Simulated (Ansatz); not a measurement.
Program: Ansatz. Geometries: PBE0-D4/def2-TZVP. ΔE: electronic, gas phase. CBS: MP2 limit from def2 TZ/QZ plus the TZ coupled-cluster correction, frozen cores. This one scheme is used for every species. DFT in def2-TZVPP. B3LYP here is the variant with VWN-RPA as its local correlation; programs differ in this. HSE06 is defined as in plane-wave codes. No spin–orbit coupling; open shells (•) take unrestricted orbitals.

Reaction (hydrogen abstraction from the Si–H bond): `F[Si](F)(F)[SiH3]` + `[SiH3]`• → `F[Si](F)(F)[SiH2]`• + SiH₄

```csv
level,ΔE (kJ/mol),difference from CCSD(T)/CBS
LDA (SPW92),-11.1,0.6
B97M-V,-15.1,-3.4
B3LYP-D4,-12.2,-0.5
r2SCANh-D4,-12.1,-0.4
BHLYP-D4,-12.5,-0.8
ωB97M-V,-13.0,-1.3
B2PLYP,-11.6,0.1
r2SCAN0,-12.0,-0.3
HSE06,-11.2,0.5
LC-ωPBE,-10.7,1.0
HF/def2-SVP,-10.3,1.4
CCSD/def2-SVP,-11.2,0.5
HF/def2-TZVPP,-9.9,1.8
MP2/def2-TZVPP,-11.0,0.7
CCSD(T)/def2-TZVPP,-11.5,0.2
MP2/def2-QZVPP,-11.1,0.6
CCSD(T)/CBS,-11.7,0
```

Largest T1 diagnostic among the species: 0.015.

Leaving LDA and LC-ωPBE aside and taking each functional with its dispersion term where it has one, the values, not all of them listed here, spread over 3.9 kJ/mol, from B97M-V to ωB97X-V.
